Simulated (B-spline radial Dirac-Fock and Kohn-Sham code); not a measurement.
Satellites and hypersatellites of the K lines of Zr⁴⁺

System: Zr⁴⁺, [Ar] 3d10 4s2 4p6, inside a Watson sphere of charge -4 and radius 2.7 Å (a model of the Madelung potential; inside it an electron's potential energy is raised by 21.3 eV).

These are calculated numbers from a B-spline atomic structure program; the model is ΔSCF Dirac-Fock with Breit, self-energy and vacuum polarisation, finite nucleus, configuration average. Each two-hole energy is an average over J within one jj subconfiguration, not an observable level; in light atoms, where LS coupling holds, the j-resolved values are not observed lines, and for a K spectator the Kα1 hypersatellite is nearly forbidden. No correlation.

Lines without a spectator: Kα2 (K-L2) 15688.6 eV, Kα1 (K-L3) 15773.1 eV, Kβ3 (K-M2) 17649.9 eV, Kβ1 (K-M3) 17663.7 eV. Shifts in eV with one spectator hole (a dash: not computed, or left out as unreliable):

```csv
spectator hole,Kα2,Kα1,Kβ3,Kβ1
L2 (2p1/2),+45.5,+56.5,–,+123.3
L3 (2p3/2),+47.8,+46.9,+114.0,–
M2 (3p1/2),–,+5.20,+12.71,+15.75
M3 (3p3/2),+4.18,–,+14.05,+13.48
M4 (3d3/2),+0.04,-1.81,–,–
M5 (3d5/2),-2.05,-0.79,–,–
```

Task: Where does the K-L3 hypersatellite lie, emitted when both K electrons are missing?

Result: +449.7 eV from the normal line, at 16222.8 eV. Removing both K electrons costs 36674.2 eV, which is 611.2 eV more than twice the K binding energy.

With n spectator holes in 2p, averaged over the 2p shell (energies in eV):

```
n     KαLⁿ   step  hypersatellite KαʰLⁿ
0  15744.9      –               16191.7
1  15794.5  +49.6               16242.7
2  15845.3  +50.8               16294.8
3  15897.3  +52.0               16348.2
4  15950.5  +53.2               16402.7
5  16004.9  +54.4               16458.5
```
